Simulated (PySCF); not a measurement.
The dipole of `CCN([SiH2][SiH3])C(C)C` from its density and from atomic charges.

Coordinates (GFN2-xTB, Å) and charges (e) from the PBE0/pcSseg-1 density (PySCF):

```csv
atom,x,y,z,Mulliken,IAO,Hirshfeld,ESP-fitted
C1,-1.771,-1.640,1.444,-0.2664,-0.4267,-0.1245,-0.3321
C2,-1.370,-1.542,-0.027,-0.0434,-0.1294,-0.0187,+0.2186
N3,-0.342,-0.553,-0.264,-0.7695,-0.5192,-0.1696,-0.4557
Si4,1.237,-1.053,-0.735,+0.4722,+0.5845,+0.2732,+0.3124
Si5,2.992,0.257,-0.028,+0.0843,+0.2498,+0.2053,+0.1825
C6,-0.802,0.824,-0.244,-0.1374,+0.0141,+0.0278,+0.5202
C7,-0.258,1.603,0.956,-0.2012,-0.4181,-0.1248,-0.5424
C8,-0.463,1.551,-1.546,-0.2125,-0.4238,-0.1232,-0.6340
H9,-2.499,-2.437,1.579,+0.1088,+0.1384,+0.0409,+0.0806
H10,-0.895,-1.858,2.051,+0.1125,+0.1416,+0.0377,+0.0875
H11,-2.211,-0.708,1.791,+0.1145,+0.1339,+0.0374,+0.0788
H12,-2.255,-1.310,-0.634,+0.1107,+0.1202,+0.0336,-0.0166
H13,-0.995,-2.512,-0.356,+0.1174,+0.1347,+0.0390,+0.0270
H14,1.300,-1.258,-2.204,-0.0757,-0.1465,-0.0946,-0.1176
H15,1.365,-2.405,-0.164,-0.0816,-0.1169,-0.0806,-0.0797
H16,3.042,1.597,-0.631,-0.0493,-0.1004,-0.0747,-0.0782
H17,4.257,-0.382,-0.402,-0.0488,-0.0932,-0.0761,-0.0711
H18,3.074,0.481,1.420,-0.0476,-0.0948,-0.0733,-0.0732
H19,-1.896,0.795,-0.155,+0.1084,+0.1252,+0.0383,+0.0193
H20,0.810,1.773,0.850,+0.1306,+0.1283,+0.0315,+0.1476
H21,-0.428,1.048,1.875,+0.1169,+0.1427,+0.0378,+0.1246
H22,-0.757,2.567,1.032,+0.1061,+0.1373,+0.0409,+0.1259
H23,0.613,1.666,-1.648,+0.1135,+0.1322,+0.0339,+0.1763
H24,-0.922,2.537,-1.555,+0.1152,+0.1411,+0.0434,+0.1547
H25,-0.834,0.985,-2.397,+0.1224,+0.1450,+0.0397,+0.1447
```

Q: Compute μ = Σ q r for each scheme (1 e·Å = 4.803 D) and compare with the dipole of the full density.

A: The full density gives (-1.44, 0.31, 0.17) D, 1.48 D in size; dipole vectors point from the negative to the positive end.

| scheme | μx | μy | μz | size (D) | share of the full size (%) | angle to the full dipole (°) |
| --- | --- | --- | --- | --- | --- | --- |
| Mulliken | -0.88 | 1.04 | 0.30 | 1.40 | 94 | 37 |
| IAO | -0.54 | -0.13 | -0.07 | 0.56 | 38 | 29 |
| Hirshfeld | -0.80 | 0.05 | 0.04 | 0.80 | 54 | 10 |
| ESP-fitted | -1.43 | 0.28 | 0.18 | 1.47 | 99 | 1 |

Q: Which set comes closest?

A: Length of the difference vector: ESP-fitted 0.03 D, Hirshfeld 0.71 D, Mulliken 0.93 D, IAO 1.03 D. Closest: ESP-fitted. ESP charges are fitted to the potential around the molecule, whose slowest-falling term is the dipole's. 

Q: What is left for the Hirshfeld atoms' own dipoles?

A: The shares of the density sum to the whole, so what Σ q r misses lies in dipoles about the nuclei. The atomic dipoles sum to (-1.44, 0.31, 0.17) − (-0.80, 0.05, 0.04) = (-0.64, 0.26, 0.13) D, 0.71 D in size.

Q: With the origin at the mean of the coordinates, (0.000, 0.001, 0.000) Å, which are the largest single terms, by size, of the Mulliken dipole along the direction of the full one?

A: Si4 -3.41, C1 -1.98, H11 +1.21, Si5 -1.16, H9 +1.10 D; all 25 atoms together +1.11 D. The single terms depend on the origin, their sum doesn't.

Q: Give the size of the full dipole in other units.

A: 1.48 D = 0.583 au = 0.309 e·Å = 4.94 × 10⁻³⁰ C·m.

The structure is a single GFN2-xTB conformer in the gas phase; no vibrational or solvent corrections.

The values belong to the conformer `[CH3:1][CH2:2][N:3]([SiH2:4][SiH3:5])[CH:6]([CH3:7])[CH3:8]`: C1–C2–N3–Si4 111°, C2–N3–Si4–Si5 -148°, C2–N3–C6–C7 112°.
